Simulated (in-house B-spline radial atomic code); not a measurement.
**Solving the quasi-particle equation for 3p up of P**

Configuration [Ne] 3s2 3p3, highest spin, start LDA VWN5; correlation leaves out the 2 deepest shells. Computed with an all-electron radial atomic-structure program (B-spline basis): all electrons, non-relativistic, point nucleus, each spin shell either full or empty, empty states to l = 9 with an (l + 1/2)⁻⁴ tail; G0W0 by contour deformation at full frequency.

At the mean-field level ε = -6.296 eV the matrix elements are Σx = -16.859 eV, v_xc = -12.582 eV and Σc(ε) = -0.256 eV, and the slope of the correlation self-energy is dΣc/dω = -0.1436. The quasi-particle energy solves E = ε + Σx − v_xc + Σc(E).

Task: What does the linearised equation give?

Result: Z = 1/(1 − dΣc/dω) = 1/1.1436 = 0.8744. The first-order shift is Σx − v_xc + Σc(ε) = -16.859 − (-12.582) + (-0.256) = -4.533 eV, so E ≈ ε + Z × shift = -6.296 + 0.8744 × (-4.533) = -10.260 eV.

Task: How does that compare with the full solution and with static screening?

Result: Solving the equation at full frequency dependence gives E = -10.113 eV, where Σc = 0.460 eV and the weight is 0.791; the linearised value is off by 147 meV; so low a weight means that a satellite takes much of the strength. Leaving Z out would give -10.829 eV. Static COHSEX puts -2.027 eV in place of Σc and gives -12.600 eV, 2.49 eV deeper. The tabulated removal energy is 10.487 eV (NIST, measured); the run leaves out relativity, Breit and QED terms.
